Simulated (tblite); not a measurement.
Species: C₅H₁₄GeN₂.
SMILES with atom numbers: `[NH2:1][GeH2:2][N:3]1[CH2:4][CH2:5][CH2:6][CH2:7][CH2:8]1` (hydrogens: H9, H10 on N1; H11, H12 on Ge2; H13, H14 on C4; H15, H16 on C5; H17, H18 on C6; H19, H20 on C7; H21, H22 on C8)

Computed with GFN2-xTB (tblite), gas phase: L-BFGS steps from a force-field or distance-geometry start until the largest atomic force falls under 0.01 eV/Å.

Step 148: E = -697.6532 eV
```
atom  x, y, z in Å  |  force x, y, z in eV/Å
N1      3.2101   -0.4759   -0.2032    0.081   0.016   0.024
Ge2     1.8305   -0.1752    0.9349    0.070   0.023  -0.014
N3      0.5783    0.6239   -0.1196    0.011   0.010  -0.024
C4      0.0985   -0.0877   -1.2868    0.021  -0.015   0.035
C5     -1.0343   -1.0548   -0.9432    0.003   0.020  -0.011
C6     -2.1742   -0.2913   -0.2773   -0.049  -0.009   0.015
C7     -1.6446    0.4805    0.9271   -0.054  -0.006   0.004
C8     -0.4876    1.3807    0.5003    0.049  -0.076   0.002
H9      4.0120   -0.9697    0.1642   -0.061   0.004  -0.007
H10     3.5454    0.3402   -0.6996   -0.053  -0.046   0.007
H11     2.0742    0.8238    2.0506   -0.008  -0.014  -0.022
H12     1.5476   -1.5335    1.5478    0.011   0.000  -0.009
H13     0.9372   -0.6348   -1.7235    0.019   0.028   0.003
H14    -0.2617    0.6459   -2.0182    0.010   0.018  -0.026
H15    -0.6482   -1.8124   -0.2545   -0.013   0.006  -0.011
H16    -1.3837   -1.5555   -1.8479   -0.003  -0.006   0.004
H17    -2.9645   -0.9791    0.0321    0.000  -0.023   0.016
H18    -2.6107    0.4115   -0.9909    0.022   0.017  -0.036
H19    -2.4369    1.0813    1.3753   -0.035   0.002   0.030
H20    -1.2758   -0.2273    1.6764   -0.004   0.028   0.014
H21    -0.0765    1.8975    1.3721   -0.014   0.043  -0.022
H22    -0.8456    2.1314   -0.2166   -0.001  -0.020   0.028
```

Step 149: E = -697.6546 eV
```
atom  x, y, z in Å  |  force x, y, z in eV/Å
N1      3.1987   -0.4944   -0.2079    0.061  -0.001   0.037
Ge2     1.8325   -0.1688    0.9397    0.068   0.041   0.004
N3      0.5784    0.6307   -0.1111   -0.014   0.012  -0.031
C4      0.1029   -0.0776   -1.2816    0.028  -0.025   0.002
C5     -1.0267   -1.0514   -0.9468    0.004   0.004  -0.018
C6     -2.1709   -0.2969   -0.2789   -0.027  -0.018   0.029
C7     -1.6479    0.4778    0.9268   -0.043   0.011   0.014
C8     -0.4924    1.3834    0.5055    0.040  -0.060   0.003
H9      4.0006   -0.9899    0.1575   -0.063   0.020  -0.013
H10     3.5313    0.3114   -0.7217   -0.035  -0.038   0.007
H11     2.0906    0.8419    2.0429   -0.005  -0.023  -0.029
H12     1.5438   -1.5168    1.5713    0.010  -0.007  -0.007
H13     0.9439   -0.6212   -1.7176    0.024   0.032  -0.009
H14    -0.2573    0.6583   -2.0117    0.012   0.002  -0.012
H15    -0.6387   -1.8153   -0.2658   -0.011   0.024   0.007
H16    -1.3735   -1.5485   -1.8550    0.003   0.009  -0.001
H17    -2.9543   -0.9915    0.0316   -0.016  -0.020   0.009
H18    -2.6116    0.4028   -0.9927    0.013   0.019  -0.027
H19    -2.4483    1.0725    1.3708   -0.001   0.001   0.031
H20    -1.2746   -0.2255    1.6785   -0.029   0.019   0.004
H21    -0.0883    1.9047    1.3780   -0.006   0.021  -0.013
H22    -0.8487    2.1337   -0.2124   -0.013  -0.021   0.014
```

Problem. Estimate the geometry and energy of step 150. (The exact step hangs on the optimiser's Hessian estimate; all steps are aligned on step 149, rigid shifts and turns removed.)

Solution. E = -697.6554 eV, largest force 0.063 eV/Å
```
atom  x, y, z in Å  |  force x, y, z in eV/Å
N1      3.1970   -0.4989   -0.2081    0.043   0.026  -0.013
Ge2     1.8379   -0.1664    0.9416    0.014   0.036   0.013
N3      0.5786    0.6300   -0.1059   -0.003   0.002  -0.020
C4      0.1049   -0.0758   -1.2777    0.017  -0.019  -0.038
C5     -1.0257   -1.0508   -0.9476    0.010  -0.001  -0.023
C6     -2.1718   -0.2982   -0.2808    0.006  -0.009   0.028
C7     -1.6524    0.4778    0.9255   -0.015   0.016   0.012
C8     -0.4930    1.3817    0.5091    0.006  -0.019  -0.001
H9      4.0000   -0.9924    0.1549   -0.024   0.011  -0.006
H10     3.5225    0.3014   -0.7353   -0.023  -0.055   0.020
H11     2.0978    0.8462    2.0394    0.003  -0.001  -0.010
H12     1.5514   -1.5110    1.5797    0.006  -0.017  -0.004
H13     0.9474   -0.6171   -1.7140    0.012   0.027  -0.006
H14    -0.2545    0.6626   -2.0077    0.019  -0.023   0.010
H15    -0.6402   -1.8175   -0.2687   -0.001   0.027   0.016
H16    -1.3713   -1.5460   -1.8575    0.008   0.016  -0.004
H17    -2.9532   -0.9935    0.0308   -0.033  -0.027  -0.001
H18    -2.6106    0.4006   -0.9965   -0.002   0.019  -0.021
H19    -2.4558    1.0715    1.3651    0.011   0.012   0.035
H20    -1.2805   -0.2231    1.6796   -0.037  -0.001   0.012
H21    -0.0924    1.9047    1.3822    0.000   0.004  -0.004
H22    -0.8465    2.1338   -0.2086   -0.016  -0.024   0.004
```

The energy changes by -0.0008 eV. The first-order estimate −F·Δx gives -0.0013 eV and the mean of the old and new forces, exact on a quadratic surface, -0.0008 eV. The step makes an angle of 79° with the force vector and moves no atom by more than 0.019 Å.

What follows is the cost of the whole relaxation. The run took 1.4 s wall on one thread, Arm Neoverse V1 (aarch64), shared host with 32 logical CPUs at a one-minute load of 31.
